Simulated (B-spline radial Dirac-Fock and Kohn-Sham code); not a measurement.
## Photoionisation of aluminum ions at Cr Kα (5414.7 eV)

The computed values come from a radial finite-basis atomic code: the independent-particle Dirac-Slater model, thresholds from Dirac-Fock. Cross sections in kb; a dash marks an empty subshell or a threshold above the photon energy.

| ion | configuration | total | 2s | 2p1/2 | 2p3/2 | 3s | 3p1/2 |
| --- | --- | --- | --- | --- | --- | --- | --- |
| Al | [Ne] 3s2 3p1 | 6.963 | 0.385 | 0.0267 | 0.0517 | 0.0277 | 0.000207 |
| Al⁺ | [Ne] 3s2 | 6.972 | 0.386 | 0.0267 | 0.0519 | 0.0323 | – |
| Al³⁺ | [He] 2s2 2p6 | 6.948 | 0.389 | 0.0268 | 0.0520 | – | – |
| Al⁹⁺ | [He] 2s2 | 7.172 | 0.563 | – | – | – | – |
| Al¹²⁺ | 1s1 | 3.457 | – | – | – | – | – |
